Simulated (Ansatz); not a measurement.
Consider the silylene loss: `[SiH3][BH][AlH][SiH3]` → `[BH2][AlH][SiH3]` + `[SiH2]`.

Isolated molecules relaxed with PBE0-D4/def2-TZVP in Ansatz; ΔE leaves out vibrations. CBS: MP2 limit from def2 TZ/QZ plus the TZ coupled-cluster correction, frozen cores. This one scheme is used for every species. Functionals use def2-TZVPP. B3LYP here is the variant with VWN-RPA as its local correlation; programs differ in this. One conformer a species, not always the lowest.

Is it downhill or uphill in electronic energy at CCSD(T)/CBS, and by how much? (Best estimate.)

Computed: Uphill: ΔE = +55.5 kcal/mol.

What do these levels give: PBE-D4, r2SCAN-D4, PBE0-D4, B3LYP-D4, r2SCAN, B3LYP, HF/def2-TZVPP, MP2/def2-TZVPP, CCSD(T)/def2-TZVPP, HF/def2-QZVPP, SCS-MP2/def2-QZVPP, CCSD/CBS(def2)? (Best estimate.)

Computed: PBE-D4 59.1, r2SCAN-D4 61.6, PBE0-D4 60.0, B3LYP-D4 54.7, r2SCAN 61.1, B3LYP 51.8, HF/def2-TZVPP 48.7, MP2/def2-TZVPP 57.2, CCSD(T)/def2-TZVPP 54.0, HF/def2-QZVPP 48.8, SCS-MP2/def2-QZVPP 55.1, CCSD/CBS(def2) 54.1 kcal/mol.

Largest T1 diagnostic among the species: 0.014.

The D4 term adds +2.8 kcal/mol with B3LYP and +1.6 kcal/mol with PBE0; it sums over pairs of atoms, weighted by their polarisabilities, and B3LYP, whose exchange is more repulsive, gets the larger term. In def2-TZVPP, CCSD(T) changes the Hartree–Fock value by +5.3 kcal/mol (the triples alone add +1.4 kcal/mol) and MP2 by +8.5 kcal/mol.
